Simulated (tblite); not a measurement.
Species: CFN₂O₂S (charge -1).
Atom-mapped SMILES: `[N:1]#[C:2][N-:3][S:4](=[O:5])(=[O:6])[F:7]`

Structure optimised with GFN2-xTB, isolated species.

(1) What internal coordinates does the optimisation give?

## Answers

(1) 
```csv
bond,length (bohr)
N1≡C2,2.185
C2–N3,2.429
N3–S4,2.943
"S4=O5, S4=O6",2.708
S4–F7,3.203
```

Bonds in one row agree within 0.02 bohr and their mean is given. A selection of angles:
```csv
angle,degrees
N1–C2–N3,173.3
C2–N3–S4,117.3
N3–S4–O5,117.4
N3–S4–O6,110.9
N3–S4–F7,103.1
O5–S4–O6,117.5
O5–S4–F7,102.7
O6–S4–F7,102.3
```

Torsions: C2–N3–S4–O5 34° (synclinal). The mirror-image conformer, all signs reversed, is as good.

The 2 C–N bonds span 1.156 Å (N1≡C2, drawn triple) to 1.285 Å (C2–N3, drawn single), a spread of 0.129 Å. S4 (sulfonyl sulfur) is distorted tetrahedral (angles from 102.3° to 117.5°). N3 (nitrogen bonded to C and S) is bent (angle 117.3°).

Point group: C1 (no symmetry element, even within 0.4 Å). Its GFN2-xTB frequencies are all real (lowest 62 cm⁻¹).

All values are computed, not measured.
